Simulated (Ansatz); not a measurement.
Reaction (ligand exchange at the Si–N bond): `[SiH3][SiH2]N[SiH2][SiH3]` + `[OH][SnH3]` → `[SiH3][SiH2][O][SnH3]` + `N[SiH2][SiH3]`

Isolated molecules relaxed with PBE0-D4/def2-TZVP in Ansatz; ΔE leaves out vibrations. CCSD(T)/CBS adds triple-zeta CCSD(T) − MP2 to the extrapolated MP2 energy (def2 sets, frozen cores). This one scheme is used for every species. DFT in def2-TZVPP. B3LYP here is the variant with VWN-RPA as its local correlation; programs differ in this. Elements past krypton have def2 core potentials. For Sn outer-core shells are correlated without core-valence functions, which leaves a few kJ/mol of doubt a bond. One conformer a species, not always the lowest.

```
             level  ΔE (kcal/mol)  difference from CCSD(T)/CBS
            PBE-D4           -9.7                          2.1
         r2SCAN-D4          -11.6                          0.2
           PBE0-D4          -10.4                          1.4
          B3LYP-D4          -11.6                          0.2
           ωB97X-V          -11.7                          0.1
           ωB97M-V          -11.4                          0.4
            B2PLYP          -12.9                         -1.1
               PBE          -10.8                          1.0
            r2SCAN          -12.0                         -0.2
              PBE0          -11.4                          0.4
             B3LYP          -13.4                         -1.6
     HF/def2-TZVPP          -16.1                         -4.3
    MP2/def2-TZVPP          -11.6                          0.2
SCS-MP2/def2-TZVPP          -12.5                         -0.7
   CCSD/def2-TZVPP          -12.4                         -0.6
CCSD(T)/def2-TZVPP          -11.8                          0.0
     HF/def2-QZVPP          -16.4                         -4.6
    MP2/def2-QZVPP          -11.8                          0.0
SCS-MP2/def2-QZVPP          -12.6                         -0.8
      HF/CBS(def2)          -16.4                         -4.6
     MP2/CBS(def2)          -11.7                          0.1
    CCSD/CBS(def2)          -12.5                         -0.7
       CCSD(T)/CBS          -11.8                            0
```

Largest T1 diagnostic among the species: 0.014.

The D4 term adds +1.8 kcal/mol with B3LYP and +1.0 kcal/mol with PBE0; it sums over pairs of atoms, weighted by their polarisabilities, and B3LYP, whose exchange is more repulsive, gets the larger term. In def2-TZVPP, CCSD(T) changes the Hartree–Fock value by +4.4 kcal/mol (the triples alone add +0.6 kcal/mol) and MP2 by +4.5 kcal/mol.

CCSD(T)/CBS has its own doubt, a few kJ/mol and more with outer-core shells, so smaller differences from it don't rank the levels.
